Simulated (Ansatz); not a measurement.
`CN(C)c1ccc(-c2ccc(-c3ccc(-c4ccc(C#N)s4)s3)s2)s1`. Total charge 0; triplet. Geometry PBE-D4/def2-SVP, that of the neutral singlet.

```xyz
39

C    -0.390   -0.291    7.301
N    -0.090    0.928    6.578
C    -0.270    2.210    7.231
C    -0.041    0.909    5.207
C     0.003    1.990    4.318
C     0.095    1.578    2.965
C     0.102    0.198    2.780
C     0.176   -0.573    1.570
C     0.309   -1.957    1.405
C     0.348   -2.365    0.053
C     0.251   -1.308   -0.855
C     0.265   -1.359   -2.292
C     0.517   -2.459   -3.122
C     0.445   -2.153   -4.498
C     0.142   -0.814   -4.762
C    -0.005   -0.143   -6.026
C    -0.307    1.202   -6.278
C    -0.376    1.517   -7.652
C    -0.129    0.418   -8.477
C    -0.114    0.365   -9.889
N    -0.100    0.315  -11.065
S     0.192   -1.021   -7.526
S    -0.067    0.065   -3.258
S     0.099    0.216    0.006
S    -0.013   -0.621    4.340
H     0.264   -1.117    6.946
H    -0.185   -0.143    8.378
H    -1.450   -0.621    7.183
H    -0.167    2.081    8.325
H     0.508    2.928    6.897
H    -1.268    2.665    7.021
H    -0.027    3.038    4.635
H     0.155    2.281    2.122
H     0.382   -2.648    2.256
H     0.442   -3.412   -0.265
H     0.757   -3.456   -2.729
H     0.618   -2.888   -5.297
H    -0.472    1.931   -5.472
H    -0.600    2.515   -8.053
```

Single mean-field runs in def2-TZVP are fitted with def2-universal-jkfit. At PBE0-D4/def2-TZVP a singlet of charge 0 lies 1.58 eV below the triplet at the same geometry.

Task: Estimate the α-spin orbital energies around the gap (eV) in Ansatz with PBE-D4/def2-TZVP, PBE0-D4/def2-TZVP.

Result: 
| orbital | PBE-D4/def2-TZVP | PBE0-D4/def2-TZVP |
| --- | --- | --- |
| HOMO−5 | -6.47 | -7.70 |
| HOMO−4 | -6.42 | -7.61 |
| HOMO−3 | -6.16 | -7.33 |
| HOMO−2 | -5.40 | -6.41 |
| HOMO−1 | -4.70 | -5.61 |
| HOMO | -3.03 | -3.59 |
| LUMO | -2.26 | -1.78 |
| LUMO+1 | -1.59 | -0.92 |
| LUMO+2 | -1.31 | -0.34 |
| LUMO+3 | -1.19 | -0.16 |
| LUMO+4 | -0.82 | 0.03 |
| LUMO+5 | -0.79 | 0.18 |
| β HOMO | -5.14 | -5.80 |
| β LUMO | -4.34 | -3.94 |
